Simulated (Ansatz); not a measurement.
## Abstraction of Cl: Sn(CH3)Cl3 + C2H3O → Sn(CH3)Cl2 + C2H3ClO

Gas-phase species: Sn(CH3)Cl3 (methyltin trichloride), singlet; C2H3O (acetyl radical) `C[C]=O`, doublet; Sn(CH3)Cl2, doublet; C2H3ClO (acetyl chloride) `CC(=O)Cl`, singlet. A radical takes Cl: the energy is the difference in strength between the Sn–Cl bond broken and the C–Cl bond made.

Shapes, held fixed at every level: PBE0-D4/def2-TZVP. Programs: Ansatz 0.2.0. The zero-point and thermal change to 298 K, harmonic and unscaled (PBE0-D4/def2-TZVP), is +2.8 kJ/mol.

| level | kind | ΔH(298 K) (kJ/mol) | less CCSD(T)/def2-TZVPP |
| --- | --- | --- | --- |
| MP2/def2-TZVPP | perturbation theory | +20.6 | -2.7 |
| PBE-D4/def2-TZVPP | GGA | -9.4 | -32.7 |
| r2SCAN-D4/def2-TZVPP | meta-GGA | +3.6 | -19.7 |
| B3LYP-D4/def2-TZVPP | global hybrid | +6.5 | -16.8 |
| PBE0-D4/def2-TZVPP | global hybrid | +7.5 | -15.8 |
| wB97M-V/def2-TZVPP | range-separated hybrid | +15.0 | -8.3 |
| CCSD/def2-TZVPP | coupled cluster or CI | +27.3 | +4.0 |
| CCSD(T)/def2-TZVPP | coupled cluster or CI | +23.3 | 0.0 |

The highest level, CCSD(T)/def2-TZVPP, gives ΔH(298 K) = +23.3 kJ/mol; the levels span -9.4 to +27.3. They disagree on the sign: 7 of 8 are positive. The column of differences is taken from that level and isn't an error. No measured value is set beside it here. Open shells run unrestricted. For atoms past krypton def2 sets carry core potentials with scalar relativity. Outer-core shells of Sn are correlated, in sets that cover them unevenly.
